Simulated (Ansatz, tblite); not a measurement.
Removing and adding an electron: NbSeCl3. Total charge 0; singlet. Geometry: PBE0-D4/def2-SVP. Ansatz, gas phase; energy differences of separate SCF runs; the oxidised species was run as a doublet alone; the reduced species was run as a doublet alone.

Cartesian coordinates in Å:
```
Nb -0.0132 -0.0065 0.0220
Se 1.1058 0.5457 -1.8526
Cl 0.9389 1.0946 1.7633
Cl 0.1479 -2.2526 0.3052
Cl -2.1794 0.6188 -0.2380
```

In the def2 sets Nb takes a core potential; there is no spin–orbit coupling. The xTB rows come from tblite. HOMO above LUMO, or a gap near zero within one spin, warns that the state may not be the lowest or that an electron is smeared out.

```csv
level,−HOMO (eV),vertical IE (eV),−LUMO (eV),vertical EA (eV),HOMO–LUMO gap (eV),IE − EA (eV),remarks
GFN1-xTB,11.88,14.44,10.16,7.68,1.72,6.76,–
GFN2-xTB,11.44,13.80,9.20,6.99,2.24,6.81,–
PBE-D4/def2-TZVP,6.93,9.61,4.09,–,2.84,–,gap within one spin near zero (+1 doublet)
PBE-D4/def2-TZVPD,6.95,–,4.12,1.63,2.83,–,"HOMO above zero (-1 doublet), gap within one spin near zero (-1 doublet), restricted SCF unstable in HF (singlet)"
r2SCAN-D4/def2-TZVP,7.23,9.76,4.11,–,3.12,–,restricted SCF unstable in HF (singlet)
r2SCAN-D4/def2-TZVPD,7.23,–,4.11,1.78,3.12,–,"HOMO above zero (-1 doublet), restricted SCF unstable in HF (singlet)"
PBE0-D4/def2-TZVP,8.05,9.81,3.44,–,4.61,–,restricted SCF unstable in HF (singlet)
PBE0-D4/def2-TZVPD,8.05,–,3.45,2.00,4.60,–,restricted SCF unstable in HF (singlet)
```

Run but left out: HF/def2-SVP, MP2/def2-SVP, CCSD/def2-SVP, CCSD(T)/def2-SVP (singlet: restricted singlet, unstable towards broken spin symmetry).   A HOMO above zero means that the electron is unbound at that level or that self-interaction error raises the level; the energy of removing that electron tells which. Raw xTB energy differences between charge states are shifted by several eV; the methods need an empirical correction for them.
